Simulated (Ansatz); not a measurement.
Frontier orbitals of AlBrH2OSi (`[Br][Al]1[O][SiH2]1`).

```xyz
6

Br    3.317   -0.346   -0.999
Al    1.144   -0.123   -0.526
O     0.357   -0.018    1.017
Si   -1.033    0.104    0.077
H    -2.011   -1.005    0.237
H    -1.774    1.388    0.195
```

Charge 0, multiplicity 1. Correlated methods include outer-core shells of Br, which these sets cover unevenly. Scalar relativity is left out up to krypton. The geometry is a stationary point of PBE0-D4/def2-TZVP. Basis def2-TZVPP, the Gaussian-basis code of Ansatz.

| functional | HOMO (eV) | LUMO (eV) | gap (eV) |
| --- | --- | --- | --- |
| PBE | -5.62 | -2.77 | 2.85 |
| revPBE | -5.56 | -2.66 | 2.90 |
| BLYP | -5.48 | -2.65 | 2.83 |
| PBE0 | -6.66 | -1.99 | 4.67 |
| r2SCANh | -6.20 | -2.24 | 3.96 |
| CAM-B3LYP | -7.89 | -1.01 | 6.88 |
| ωB97X-V | -8.82 | 0.00 | 8.82 |
| ωB97M-V | -8.64 | -0.27 | 8.37 |

From PBE to PBE0 the HOMO moves by −1.04 eV and the LUMO by +0.78 eV, and with ωB97M-V by −3.02 and +2.50 eV, so the gap grows from 2.85 to 8.37 eV with exact exchange.
